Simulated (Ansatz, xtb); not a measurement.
A geometry optimisation of AlClF2HSi− with r2SCAN-D4/def2-SVPD

The starting geometry of this gas-phase singlet has its atoms placed at random.

```xyz
6

Al   -0.9075   -0.3053   -0.3278
Cl   -0.4349    0.9607    1.3736
F     1.2980    0.2285    0.4097
F     0.4340    1.2971   -0.8413
Si    1.4816   -1.5569    0.4502
H    -0.3345   -1.9978    0.5590
```

Task: One run relaxed it with r2SCAN-D4/def2-SVPD. What is a likely outcome?

Result: It ends as a structure given below by its coordinates. Distances that change by over a tenth: F3–Si5 (1.80 → 2.13 Å). Contacts that close: Al1–F3 (2.39 → 1.83 Å), Al1–F4 (2.15 → 1.71 Å), Al1–Si5 (2.81 → 2.40 Å), Si5–H6 (1.87 → 1.54 Å).

The energy falls by 7.31 eV over 16 steps:

| step | E − E(last) (eV) |
| --- | --- |
| 1 | 7.310 |
| 3 | 2.575 |
| 4 | 1.612 |
| 6 | 0.509 |
| 8 | 0.136 |
| 9 | 0.057 |
| 11 | 0.005 |
| 13 | 0.000 |
| 14 | 0.000 |
| 16 | 0.000 |

Final geometry (Å):

```xyz
6

Al   -0.0598    0.2530   -0.1107
Cl   -1.3057    1.1676    1.4593
F     1.6045   -0.0719    0.5764
F     0.0808    1.4473   -1.3305
Si    0.9055   -1.9394   -0.1816
H     0.3115   -2.2304    1.2106
```

From the same start GFN2-xTB ends elsewhere, differing in Al1–F3 (3.24 against 1.83 Å here), F3–Si5 (1.70 against 2.13 Å here).

From so rough a start the end depends on the optimiser's path, so another program may land elsewhere. No frequencies were run, so the end isn't proven a minimum. Run with Ansatz 0.2.0, 40 s on 2 threads of Intel(R) Xeon(R) Platinum 8375C CPU @ 2.90GHz (Ice Lake), with other jobs on the host.
